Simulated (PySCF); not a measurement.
Nuclear quadrupole coupling in `CC(=O)[C@@H]1[SiH2][SiH2][SiH2]C1=O`

Compound: C4H10O2Si3.
Cartesian coordinates in Å at the GFN2-xTB level; atoms count from 1:
```xyz
19
C4H10O2Si3 angstrom
C      2.426   -0.699   -0.875
C      1.006   -0.242   -0.693
O      0.115   -0.578   -1.466
C      0.707    0.610    0.451
Si    -0.238   -0.608    1.680
Si    -2.161   -0.889    0.383
Si    -1.811    0.982   -0.956
C     -0.309    1.646    0.067
O     -0.233    2.784    0.471
H      2.810   -1.105    0.059
H      3.043    0.155   -1.151
H      2.483   -1.449   -1.660
H      1.588    1.040    0.924
H      0.759   -1.667    1.916
H     -0.244    0.149    2.937
H     -3.342   -0.894    1.266
H     -2.194   -2.221   -0.233
H     -2.827    2.032   -0.735
H     -1.588    0.964   -2.396
```

Field gradients from the PBE0/pcSseg-1 density (PySCF, non-relativistic), principal values in atomic units, ordered |Vxx| ≤ |Vyy| ≤ |Vzz|:

```
atom     Vxx     Vyy      Vzz
  O3  0.6543  1.0433  -1.6976
  O9  0.4600  1.5355  -1.9955
```

Question: Find the asymmetry η = (Vxx − Vyy)/Vzz and the couplings χ = eQV/h (234.96 MHz × Q in barn × V in au), with Q(17O) = −0.0256 b.

Answer: 
```json
{"atom": "O3", "environment": "ketone oxygen", "nucleus": "17O", "η": "0.23", "χzz (MHz)": "10.21", "χxx (MHz)": "-3.94", "χyy (MHz)": "-6.28"}
{"atom": "O9", "environment": "carbonyl oxygen", "nucleus": "17O", "η": "0.54", "χzz (MHz)": "12.00", "χxx (MHz)": "-2.77", "χyy (MHz)": "-9.24"}
```

The tensor is traceless: Vxx + Vyy + Vzz = 0.

Question: What is Vzz at O9 in SI units (1 au = 9.71736 × 10²¹ V/m²)?

Answer: -1.9955 au = -19.391 × 10²¹ V/m².

Question: And the gradient at the other heavy atoms, for which no coupling is worked out here?

Answer: 
| atom | environment | Vzz (au) | η |
| --- | --- | --- | --- |
| C1 | methyl carbon next to a carbonyl | -0.072 | 1.00 |
| C2 | ketone carbonyl carbon | 0.584 | 0.13 |
| C4 | sp3 carbon bound to silicon | 0.020 | 0.55 |
| Si5 | SiH2 silicon | 0.600 | 0.35 |
| Si6 | SiH2 silicon | 0.316 | 0.48 |
| Si7 | SiH2 silicon | -0.281 | 0.96 |
| C8 | carbonyl carbon | 0.553 | 0.32 |

Question: What couplings would deuterons (Q(2H) = 0.00286 b) have in place of the hydrogens, at this geometry?

Answer: 
| atom | bonded to | bond length (Å) | Vzz (au) | η | χzz (kHz) |
| --- | --- | --- | --- | --- | --- |
| H10 | C1 | 1.088 | 0.3114 | 0.03 | 209 |
| H11 | C1 | 1.089 | 0.3100 | 0.03 | 208 |
| H12 | C1 | 1.087 | 0.3112 | 0.01 | 209 |
| H13 | C4 | 1.089 | 0.3092 | 0.05 | 208 |
| H14 | Si5 | 1.473 | 0.1572 | 0.04 | 106 |
| H15 | Si5 | 1.468 | 0.1606 | 0.02 | 108 |
| H16 | Si6 | 1.475 | 0.1578 | 0.01 | 106 |
| H17 | Si6 | 1.468 | 0.1638 | 0.02 | 110 |
| H18 | Si7 | 1.477 | 0.1527 | 0.01 | 103 |
| H19 | Si7 | 1.456 | 0.1703 | 0.04 | 114 |

Isolated species at its GFN2-xTB geometry (one conformer only). GFN2-xTB bond lengths can be off by several hundredths of an ångström, more for odd bonds, and the gradients follow them. With a basis this small, the couplings can be 20 % off.
